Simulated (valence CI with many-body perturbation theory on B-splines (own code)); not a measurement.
Level structure of Sb46+

Calculated by configuration interaction combined with many-body perturbation theory (CI+MBPT): three valence electrons over a frozen Dirac-Fock core [He], a basis of 9 s, 9 p, 8 d, 6 f, 3 g, 1 h functions for each j, with the one-electron correlation potential Σ1, the two-electron term Σ2, the three-electron term Σ3, Breit, model QED; selected CI, second order for the rest, scaled by the run's own slope (own B-spline code, finite nucleus).

The last digits are not significant, and no measured levels were compared; by estimate large intervals hold to a few tenths of a per cent, small ones and those within an open d or f shell to about a per cent.

Levels 1 to 45 of 48, with energies above the lowest level, (2s^2 2p1/2) J=1/2. "Leading %" is the weight of the configuration and term that name the level; weights of strongly mixed levels are sums over their largest components and can fall short, so below about 35 % the name and the second component can differ from the true leading terms, or belong to a minority configuration. In the jj column 3d3/2^4 stands for four electrons in 3d with j = 3/2. Lifetimes count E1, E2, E3, M1 and M2 decay at the calculated energies, and are blank where another channel may lead or the interval is too uncertain; long ones can be off by a factor of two.

```
No.  Configuration  Term    J  E (Ry)  Leading %      g              Leading jj  Lifetime
  1          2s²2p   ²P°  1/2    0.00        100  0.644      2s^2 2p1/2 (100 %)          
  2          2s2p²    ⁴P  1/2   11.01         60  2.212       2s 2p1/2^2 (97 %)    130 ps
  3          2s²2p   ²P°  3/2   20.50         98  1.317       2s^2 2p3/2 (98 %)   3.77 ns
  4          2s2p²    ⁴P  3/2   28.19         93  1.663   2s 2p1/2 2p3/2 (99 %)    460 ps
  5          2s2p²    ²D  5/2   30.39         55  1.363   2s 2p1/2 2p3/2 (98 %)    282 ps
  6          2s2p²    ²D  3/2   33.84         68  0.959   2s 2p1/2 2p3/2 (99 %)   2.23 ps
  7          2s2p²    ²P  1/2   33.93         72  1.201   2s 2p1/2 2p3/2 (96 %)   1.69 ps
  8            2p³   ²P°  3/2   45.73         45  1.371    2p1/2^2 2p3/2 (98 %)   2.56 ps
  9          2s2p²    ⁴P  5/2   50.03         55  1.403       2s 2p3/2^2 (98 %)   10.3 ps
 10          2s2p²    ²S  1/2   55.09         70  1.869       2s 2p3/2^2 (99 %)   2.06 ps
 11          2s2p²    ²P  3/2   55.17         66  1.196       2s 2p3/2^2 (98 %)   1.22 ps
 12            2p³   ⁴S°  3/2   64.08         54  1.434    2p1/2 2p3/2^2 (99 %)   1.37 ps
 13            2p³   ²D°  5/2   65.46        100  1.183   2p1/2 2p3/2^2 (100 %)   1.61 ps
 14            2p³   ²P°  1/2   68.10        100  0.644   2p1/2 2p3/2^2 (100 %)   1.16 ps
 15            2p³   ²P°  3/2   86.86         54  1.282          2p3/2^3 (99 %)    928 fs
 16          2s²3s    ²S  1/2  335.19         97  1.993          2s^2 3s (97 %)   19.2 fs
 17          2s²3p   ²P°  1/2  339.03         95  0.670       2s^2 3p1/2 (95 %)    445 fs
 18         2s2p3s   ⁴P°  1/2  342.71         87  2.398      2s 2p1/2 3s (98 %)   21.2 fs
 19         2s2p3s   ⁴P°  3/2  343.66         50  1.517      2s 2p1/2 3s (78 %)   24.2 fs
 20         2s2p3s   ²P°  1/2  345.34         94  0.741      2s 2p1/2 3s (98 %)   27.7 fs
 21          2s²3p   ²P°  3/2  345.49         76  1.389       2s^2 3p3/2 (76 %)   61.0 fs
 22         2s2p3p    ⁴D  1/2  345.97         72  0.260  2s 2p1/2 3p1/2 (100 %)   26.8 fs
 23         2s2p3p    ⁴D  3/2  347.17         38  1.082   2s 2p1/2 3p1/2 (85 %)   4.60 fs
 24          2s²3d    ²D  3/2  348.26         83  0.850       2s^2 3d3/2 (83 %)   4.41 fs
 25         2s2p3p    ⁴P  1/2  349.18         51  2.018   2s 2p1/2 3p1/2 (98 %)   21.2 fs
 26          2s²3d    ²D  5/2  349.82         97  1.195       2s^2 3d5/2 (97 %)   2.93 fs
 27         2s2p3p    ⁴P  3/2  352.61         30  1.408  2s 2p1/2 3p3/2 (100 %)   23.2 fs
 28         2s2p3p    ²P  1/2  353.61         33  1.350   2s 2p1/2 3p3/2 (82 %)   7.82 fs
 29         2s2p3p    ⁴D  5/2  354.08         50  1.344   2s 2p1/2 3p3/2 (97 %)    167 fs
 30         2s2p3p    ²D  3/2  354.30         46  1.245   2s 2p1/2 3p3/2 (98 %)   10.1 fs
 31         2s2p3d   ⁴F°  3/2  354.86         74  0.551   2s 2p1/2 3d3/2 (99 %)   12.2 fs
 32         2s2p3d   ⁴F°  5/2  356.20         59  1.042   2s 2p1/2 3d3/2 (86 %)   11.9 fs
 33         2s2p3d   ⁴D°  1/2  357.06         55  0.415   2s 2p1/2 3d3/2 (88 %)   1.75 fs
 34         2s2p3d   ⁴D°  3/2  357.24         34  1.242   2s 2p1/2 3d3/2 (90 %)   2.33 fs
 35         2s2p3d   ⁴P°  5/2  357.28         39  1.341   2s 2p1/2 3d5/2 (91 %)   3.04 fs
 36          2p²3s    ⁴P  1/2  357.48         44  1.941       2p1/2^2 3s (82 %)   19.3 fs
 37         2s2p3d   ⁴F°  7/2  358.52         43  1.246   2s 2p1/2 3d5/2 (98 %)   3.26 fs
 38         2s2p3d   ²D°  3/2  359.28         45  1.051   2s 2p1/2 3d5/2 (88 %)   3.21 fs
 39         2s2p3d   ²F°  5/2  359.29         58  1.045   2s 2p1/2 3d5/2 (94 %)   3.22 fs
 40          2p²3p   ⁴D°  1/2  360.14         37  0.637    2p1/2^2 3p1/2 (88 %)   35.5 fs
 41         2s2p3s   ⁴P°  5/2  363.22         99  1.583      2s 2p3/2 3s (99 %)   31.4 fs
 42         2s2p3s   ²P°  3/2  364.45         79  1.395      2s 2p3/2 3s (99 %)   16.8 fs
 43          2p²3p   ²P°  3/2  366.54         30  1.330    2p1/2^2 3p3/2 (94 %)   10.6 fs
 44         2s2p3p    ⁴P  3/2  367.43         48  1.633   2s 2p3/2 3p1/2 (99 %)   29.7 fs
 45         2s2p3p    ²D  5/2  367.62         42  1.336   2s 2p3/2 3p1/2 (99 %)   12.5 fs
```

The ionisation energy to 2s² ¹S0 of the next ion comes out as 8135.7 eV (NIST: 8140 ± 4 eV (theoretical)). All 48 levels together are meant to be complete up to 369.05 Ry.
